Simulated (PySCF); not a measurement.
Isomers of C5H8NPSi, mass 141.016 u with the commonest isotopes. Level of theory: PBE0/def2-SVPD in PySCF (dipole) on a GFN2-xTB geometry, gas phase. One conformer each, none proved a minimum here; rigid rotors.

Question: Order these by dipole moment, largest first.
A. `[SiH3:1][PH:2][c:3]1[cH:4][cH:5][cH:6][cH:7][n:8]1` with Si1–P2–C3–C4 -162°
B. `Cc1cncpc1[SiH3]`
C. `[SiH3:1][PH:2][c:3]1[cH:4][cH:5][cH:6][n:7][cH:8]1` with Si1–P2–C3–C4 106°

Answer: A (2.98 D), C (2.39 D), B (2.14 D).

Question: Order these by rotational constant B, largest first.
A. `c1cc(nc([SiH3])p1)C`
B. `[SiH3]c1ncpcc1C`
C. `[SiH3:1][PH:2][c:3]1[cH:4][cH:5][cH:6][cH:7][n:8]1` with Si1–P2–C3–C4 -162°
D. `Cc1cncpc1[SiH3]`
E. `[SiH3:1][PH:2][c:3]1[cH:4][cH:5][cH:6][n:7][cH:8]1` with Si1–P2–C3–C4 106°

Answer: D (1339 MHz), A (1197 MHz), B (1079 MHz), C (1000 MHz), E (850.1 MHz).

Question: Order these by radius of gyration √(Σ m r²/M), largest first.
A. `[SiH3:1][PH:2][c:3]1[cH:4][cH:5][cH:6][cH:7][n:8]1` with Si1–P2–C3–C4 -162°
B. `[SiH3:1][PH:2][c:3]1[cH:4][cH:5][cH:6][n:7][cH:8]1` with Si1–P2–C3–C4 106°
C. `CC1=CN=CP=C1[SiH3]`

Answer: B (2.225 Å), A (2.158 Å), C (2.075 Å).

```json
{"SMILES": "[SiH3]Pc1cccnc1", "point group": "C1", "Ia (u·Å²)": "163.81", "Ib (u·Å²)": "594.47", "Ic (u·Å²)": "637.82", "κ": "-0.95", "μa (D)": "0.37", "μb (D)": "1.79", "μc (D)": "1.53"}
{"SMILES": "[SiH3]Pc1ccccn1", "point group": "C1", "Ia (u·Å²)": "160.42", "Ib (u·Å²)": "505.29", "Ic (u·Å²)": "647.37", "κ": "-0.81", "μa (D)": "2.86", "μb (D)": "0.20", "μc (D)": "0.81"}
{"SMILES": "Cc1cncpc1[SiH3]", "point group": "near Cs", "Ia (u·Å²)": "234.48", "Ib (u·Å²)": "377.31", "Ic (u·Å²)": "602.90", "κ": "-0.24", "μa (D)": "1.68", "μb (D)": "1.33", "μc (D)": "0.02"}
{"SMILES": "Cc1ccpc([SiH3])n1", "point group": "Cs", "Ia (u·Å²)": "236.90", "Ib (u·Å²)": "422.24", "Ic (u·Å²)": "650.27", "κ": "-0.38", "μa (D)": "2.40", "μb (D)": "0.26", "μc (D)": "0.00"}
{"SMILES": "Cc1cpcnc1[SiH3]", "point group": "Cs", "Ia (u·Å²)": "189.72", "Ib (u·Å²)": "468.37", "Ic (u·Å²)": "649.27", "κ": "-0.68", "μa (D)": "0.46", "μb (D)": "1.99", "μc (D)": "0.00"}
```
